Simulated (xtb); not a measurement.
C₄H₄BrCl, SMILES C(Br)=C=CCCl. All values are semi-empirical tight-binding results from xtb (GFN2-xTB unless named), good for trends rather than for accurate numbers. Coordinates come from a GFN2-xTB optimisation. The structure was generated by enumeration; whether it is a known compound was not checked. The values are those of a single conformer.

```yaml
orbital_gap: 3.79 eV
zero_point_energy: 40.1 kcal/mol
G − E(el) at 298.15 K (modified RRHO): 18.8 kcal/mol
static polarisability (D4 model): 79.4 bohr³
solvation energy, GFN2-xTB/ALPB(water): -3.5 kcal/mol
solvation energy, GFN2-xTB/ALPB(chcl3): -8.1 kcal/mol
```
